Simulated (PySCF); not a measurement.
W(S)2(NH2)(SH) (H₃NS₃W), SMILES [SH][W](=[S])([NH2])=[S], multiplicity 1.

Coordinates come from a PBE0-D3(BJ)/def2-SVP optimisation. The spin state was assumed, not searched. The structure was generated by enumeration; whether it is a known compound was not checked. The def2 effective core potentials stand for the cores of W; spin–orbit coupling is left out. The values are those of a single conformer.

Method: PBE0-D3(BJ)/def2-SVP (PySCF 2.14.0).

Frequencies are harmonic and unscaled.

Computed vibrational spectrum:
| mode | ν (cm⁻¹) | IR (km/mol) | moving atoms (share of kinetic energy) |
|---|---|---|---|
| 1 | 126 | 1.3 | S 83 %, W 11 % |
| 2 | 136 | 0.8 | S 76 %, W 17 % |
| 3 | 161 | 0.8 | S 84 %, W 14 % |
| 4 | 176 | 6.1 | N 52 %, S 22 %, H 20 % |
| 5 | 198 | 4.9 | N 50 %, H 23 %, S 22 % |
| 6 | 267 | 23.7 | H 87 %, S 11 % |
| 7 | 359 | 14.3 | H 94 % |
| 8 | 387 | 25.4 | S 77 %, W 16 % |
| 9 | 525 | 176.9 | H 77 %, N 22 % |
| 10 | 548 | 60.0 | S 70 %, W 16 %, H 14 % |
| 11 | 557 | 17.6 | S 88 %, W 11 % |
| 12 | 629 | 8.5 | H 91 % |
| 13 | 659 | 9.0 | H 72 %, N 14 %, S 8 % |
| 14 | 721 | 70.1 | N 76 %, H 15 %, W 9 % |
| 15 | 1498 | 51.2 | H 89 %, N 11 % |
| 16 | 2686 | 3.6 | H 97 % |
| 17 | 3573 | 175.3 | H 96 % |
| 18 | 3679 | 61.8 | H 91 %, N 9 % |
